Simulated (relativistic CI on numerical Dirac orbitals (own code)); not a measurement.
Sensitivity of the levels of Pt³¹⁺ to α and to the nuclear radius

Method of calculation: Dirac-Coulomb-Breit CI, separate exchange-only KLI orbitals for each configuration, derivatives by finite differences, unscaled Slater integrals, QED left out (own radial code, finite nucleus).

Configuration list (outside the closed core [Ar] 3d10): 4s²4p⁶4d¹⁰4f, 4s²4p⁶4d⁹4f², 4s²4p⁶4d¹⁰5s, 4s²4p⁶4d¹⁰5p, 4s²4p⁵4d¹⁰4f², 4s²4p⁶4d¹⁰5d, 4s4p⁶4d¹⁰4f², 4s²4p⁶4d⁹4f5s. Levels of other configurations are missing.

With x = (α/α₀)² − 1 an excitation energy changes as ω = ω₀ + qx; K = 2q/ω₀ is the relative enhancement. Terms are leading LS components, so labels can repeat. The field-shift factor is F = δν/δ⟨r²⟩ for the transition from the lowest level.

Lowest level 4s²4p⁶4d¹⁰4f ²F°5/2.

```tsv
Level	ω₀ (cm⁻¹)	q (cm⁻¹)	K	F (GHz/fm²)
4s²4p⁶4d¹⁰4f ²F°7/2	42507	39920	1.88	1.99
4s²4p⁶4d¹⁰5s ²S1/2	1601053	-616000	-0.769	1080
4s²4p⁶4d⁹4f² ⁴F3/2	1704478	11560	0.0136	27.8
4s²4p⁶4d⁹4f² ⁴F5/2	1709454	8777	0.0103	27.9
4s²4p⁶4d⁹4f² ⁴G7/2	1727668	14580	0.0169	28.3
4s²4p⁶4d⁹4f² ²K13/2	1750788	1811	0.00207	28.2
4s²4p⁶4d⁹4f² ²G7/2	1752057	33980	0.0388	29.4
4s²4p⁶4d⁹4f² ⁴G9/2	1755071	21390	0.0244	28.7
4s²4p⁶4d⁹4f² ⁴D5/2	1758030	11520	0.0131	28.6
4s²4p⁶4d⁹4f² ⁴F9/2	1763675	36410	0.0413	29.5
4s²4p⁶4d⁹4f² ⁴I11/2	1771327	6613	0.00747	28.4
4s²4p⁶4d⁹4f² ²F5/2	1771873	43270	0.0488	29.8
4s²4p⁶4d⁹4f² ⁴D3/2	1772641	21020	0.0237	28.9
```

At this charge energies of transitions that change n are usually good to better than 1 %, and those within a shell (Δn = 0) to a few per cent.
